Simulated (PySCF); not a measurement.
**Working out the excitation energy of Ca**

Ca [Ar] 4s2 (1S) → Ca [Ar] 3d1 4s1 (3D). All numbers are calculated (PySCF 2.14, scalar relativity by spin-free X2C-1e, in ANO-RCC-VTZP (6s5p2d1f, 38 functions)). Frozen: [Ar]. Energies in hartree (1 hartree = 27.21139 eV):

```json
{"part": "UHF", "Ca (lower)": "-679.627771", "Ca (upper)": "-679.524308"}
{"part": "CCSD correlation", "Ca (lower)": "-0.028158", "Ca (upper)": "-0.001502"}
{"part": "(T)", "Ca (lower)": "0.000000", "Ca (upper)": "0.000000"}
```

Q: What does Hartree-Fock give?

A: (-679.524308) − (-679.627771) = 0.103463 hartree = 2.815 eV.

Q: What do CCSD and CCSD(T) give?

A: The CCSD correlation energies differ by 0.026656 hartree = 0.725 eV and the triples by 0.000000 hartree = 0.000 eV, so CCSD gives 3.540 eV and CCSD(T) 3.540 eV.

Measured between the centres of the two terms (NIST): 2.524 eV, so CCSD(T) (valence) is off by 1.016 eV.

What remains against the reference includes basis incompleteness, the frozen core and higher excitations.
